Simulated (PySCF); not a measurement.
Cost of response and excited-state runs on `C=C[C@@H](C)[Se]CC=O`, C₆H₁₀OSe

Molfile (atoms numbered from 1):
```
C6H10OSe
     RDKit          3D

 18 17  0  0  0  0  0  0  0  0999 V2000
   -1.2797   -1.7999   -0.6552 C   0  0  0  0  0  0  0  0  0  0  0  0
   -1.2842   -0.6609    0.0187 C   0  0  0  0  0  0  0  0  0  0  0  0
   -0.9271    0.6552   -0.5602 C   0  0  1  0  0  0  0  0  0  0  0  0
   -1.9168    1.7469   -0.1910 C   0  0  0  0  0  0  0  0  0  0  0  0
    0.8805    1.1870    0.1633 Se  0  0  0  0  0  2  0  0  0  0  0  0
    1.8554   -0.3476   -0.5896 C   0  0  0  0  0  0  0  0  0  0  0  0
    3.2651   -0.2271   -0.1266 C   0  0  0  0  0  0  0  0  0  0  0  0
    3.6531    0.6741    0.5598 O   0  0  0  0  0  0  0  0  0  0  0  0
   -1.0405   -1.8360   -1.7065 H   0  0  0  0  0  0  0  0  0  0  0  0
   -1.5367   -2.7373   -0.1923 H   0  0  0  0  0  0  0  0  0  0  0  0
   -1.5341   -0.6471    1.0717 H   0  0  0  0  0  0  0  0  0  0  0  0
   -0.8040    0.5909   -1.6453 H   0  0  0  0  0  0  0  0  0  0  0  0
   -2.8977    1.5105   -0.6010 H   0  0  0  0  0  0  0  0  0  0  0  0
   -1.5917    2.7072   -0.5882 H   0  0  0  0  0  0  0  0  0  0  0  0
   -2.0011    1.8327    0.8915 H   0  0  0  0  0  0  0  0  0  0  0  0
    1.4018   -1.2809   -0.2428 H   0  0  0  0  0  0  0  0  0  0  0  0
    1.8072   -0.3255   -1.6820 H   0  0  0  0  0  0  0  0  0  0  0  0
    3.9415   -1.0359   -0.4658 H   0  0  0  0  0  0  0  0  0  0  0  0
  1  2  2  0
  2  3  1  0
  3  4  1  0
  3  5  1  0
  5  6  1  0
  6  7  1  0
  7  8  2  0
  1  9  1  0
  1 10  1  0
  2 11  1  0
  3 12  1  6
  4 13  1  0
  4 14  1  0
  4 15  1  0
  6 16  1  0
  6 17  1  0
  7 18  1  0
M  END
```

PySCF with density fitting, on 1 thread of an Arm Neoverse V1, shared host. Command: `OMP_NUM_THREADS=1 python excited_run.py task.json out`

Q: How long does each of these runs take, and how much memory?
- vibronic structure, CAM-B3LYP/def2-SV(P); Tamm-Dancoff
- vibronic structure, CAM-B3LYP/def2-SV(P); Tamm-Dancoff; 10 states

A: 
| run | level | basis functions | wall time | peak memory (GiB) |
| --- | --- | --- | --- | --- |
| vibronic structure | CAM-B3LYP/def2-SV(P) | 150 | 83 s | 0.94 |
| vibronic structure | CAM-B3LYP/def2-SV(P) | 150 | 82 s | 1.1 |

Times from a shared host are rough.
